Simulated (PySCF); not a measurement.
**Spectroscopy problems**

Equivalent nuclei averaged, single conformer, no relativistic terms, no solvent. NMR shieldings at PBE0/pcSseg-1/GIAO; coordinates at the GFN2-xTB level; PySCF.

References, each an isolated molecule treated in the same way: ¹H and ¹³C against TMS. Splittings of carbon signals by F and P are missing where no couplings were computed. Where no couplings were computed, multiplicities follow the n + 1 count of equivalent neighbours, and m marks all less simple cases (inequivalent or close neighbours, rings, F or P nearby). Shifts are as computed. Against solution values, carbons near 30 ppm lie about +3 ppm off and those near 130 ppm about +5 ppm. Of 1211 compounds with measured shifts, 218 miss one by over three times the rms of a fit or turn the order of signals round; such compounds aren't used in these exercises.

Question: C₅H₃FO₂. ¹H NMR (400 MHz, computed): δ 7.31 (m, 2H), 5.15 (m, 1H). ¹³C{¹H} NMR (computed): δ 201.3 (C), 154.5 (CH), 90.9 (CH). What is it?

Answer: `InChI=1S/C5H3FO2/c6-5-3(7)1-2-4(5)8/h1-2,5H`. The formula gives 4 degrees of unsaturation (1 ring in the answer). 3 carbon signals for 5 carbons: some carbons are equivalent by symmetry or fast rotation. Carbon types of the structure: 2 × C, 3 × CH, which accounts for all hydrogens. δC 201.3: ketone carbonyl carbon; the double bond to the heteroatom, with no lone-pair donor beside it, deshields it most. δC 154.5: β carbon of a C=C–C=O unit; conjugation with the carbonyl draws π density from the β position. δC 90.9: sp3 CH bonded to F, α to a carbonyl; the inductive effect lowers its shielding. δH 5.15: hydrogen on an sp3 CH bonded to F, α to a carbonyl; its carbon carries F, an electronegative neighbour.

The shifts were computed for this structure.

Question: C₅H₇F₃Si. ¹H NMR (300 MHz, computed): δ 5.68 (m, 1H), 5.35 (m, 1H), 3.92 (t, 3H), 2.05 (q, 2H). ¹³C{¹H} NMR (computed): δ 168.5 (C), 141.0 (C), 139.1 (C), 118.5 (CH2), 17.4 (CH2). Identify the compound.

Answer: `C=C(C[SiH3])C(F)=C(F)F`. Rings plus π bonds: 2 (no ring in the answer). 5 carbon signals for 5 carbons: no two carbons are equivalent. Carbon types of the structure: 3 × C, 2 × CH2, leaving 3 H on heteroatoms. δC 168.5, 141.0, 139.1: fully substituted alkene carbon. δC 118.5: terminal =CH2 carbon; the olefinic region. δH 5.68, 5.35: hydrogen on a terminal =CH2 carbon; olefinic region. δH 2.05: hydrogen on an allylic sp3 CH2 bonded to Si; allylic position.

The shifts were computed for this structure.
